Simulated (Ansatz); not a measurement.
One change: `C=NCNC` becomes `C=NCN[SiH3]`.

Ansatz, PBE0-D4/def2-TZVP geometries, multiplicity 1. Each molecule was computed in one conformer, which needn't be the lowest.

```
                                          property  `C=NCNC`
             HOMO energy (ωB97M-V/def2-TZVPP) / eV     -9.01
                HOMO energy (PBE0/def2-TZVPP) / eV     -6.65
    size of the dipole moment (PBE/def2-TZVPP) / D      0.95
           HOMO–LUMO gap (ωB97M-V/def2-TZVPP) / eV     10.82
size of the dipole moment (ωB97M-V/def2-TZVPP) / D      1.20
             HOMO–LUMO gap (B3LYP/def2-TZVPP) / eV      5.76
```

Q: Give the same properties after the change, and the shifts. (An estimate is asked.)

A: Ansatz gave: 
```json
{"property": "HOMO energy (ωB97M-V/def2-TZVPP) / eV", "`C=NCN[SiH3]`": "-9.45", "shift": "-0.44"}
{"property": "HOMO energy (PBE0/def2-TZVPP) / eV", "`C=NCN[SiH3]`": "-7.13", "shift": "-0.48"}
{"property": "size of the dipole moment (PBE/def2-TZVPP) / D", "`C=NCN[SiH3]`": "0.94", "shift": "-0.01"}
{"property": "HOMO–LUMO gap (ωB97M-V/def2-TZVPP) / eV", "`C=NCN[SiH3]`": "11.12", "shift": "0.30"}
{"property": "size of the dipole moment (ωB97M-V/def2-TZVPP) / D", "`C=NCN[SiH3]`": "1.09", "shift": "-0.11"}
{"property": "HOMO–LUMO gap (B3LYP/def2-TZVPP) / eV", "`C=NCN[SiH3]`": "6.14", "shift": "0.38"}
```

With PBE0 the HOMO falls by 0.48 eV and the LUMO falls by 0.11 eV, so the gap widens by about 0.37 eV. PBE moves the HOMO by -0.54 eV and ωB97M-V by -0.44 eV. Dipoles are sizes alone; their direction can turn.

B3LYP here is the variant with VWN-RPA as its local correlation; programs differ in this.
